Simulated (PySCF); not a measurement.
These 2 structures share the formula C5H9NSi. Theory: PBE0-D3(BJ)/def2-SVP geometry optimisation, gas phase in PySCF 2.14.0. One conformer each; no zero-point energy, no entropy. No frequencies were run at this level. Point groups hold within 0.08 Å.

Problem. Order them by energy at this level, lowest first, and give relative energies in kcal/mol.
A. `[CH:1]#[C:2][C@H:3]1[CH2:4][CH2:5][SiH2:6][NH:7]1` with C2–C3–C4–C5 79°, C3–C4–C5–Si6 36°, C4–C5–Si6–N7 -16°, C5–Si6–N7–C3 -10°
B. `[H]/[N:1]=[CH:2]\[C@H:3]1[CH:4]=[CH:5][CH2:6][SiH2:7]1` with N1–C2–C3–C4 -17°, C2–C3–C4–C5 110°, C4–C5–C6–Si7 8°, C5–C6–Si7–C3 -12°, C2–C3–Si7–C6 -109°

Solution. B (0.0), A (12.7).

As drawn, the lower has a C=N bond and a C=C bond outside aromatic rings, which the higher lacks; the higher has a C≡C bond, which the lower lacks.

```tsv
SMILES	E (Eh)	E rel (kcal/mol)	dipole (D)	point group	A, B, C (MHz)
[H]/N=C\[C@H]1C=CC[SiH2]1	-539.47695	0.0	2.73	C1	3340, 1911, 1512
C#C[C@H]1CC[SiH2]N1	-539.45673	12.7	0.47	C1	3672, 1686, 1528
```

Problem. How do the relative energies change in single points at PBE0/pcSseg-1 (no added dispersion term) on the same geometries?

Solution. 
| SMILES | PBE0-D3(BJ)/def2-SVP (kcal/mol) | PBE0/pcSseg-1 (kcal/mol) | shift |
| --- | --- | --- | --- |
| [H]/N=C\[C@H]1C=CC[SiH2]1 | 0.0 | 0.0 | 0.0 |
| C#C[C@H]1CC[SiH2]N1 | 12.7 | 11.9 | -0.8 |

Each column counts from its own lowest isomer. The order is unchanged; the largest shift is 0.8 kcal/mol.
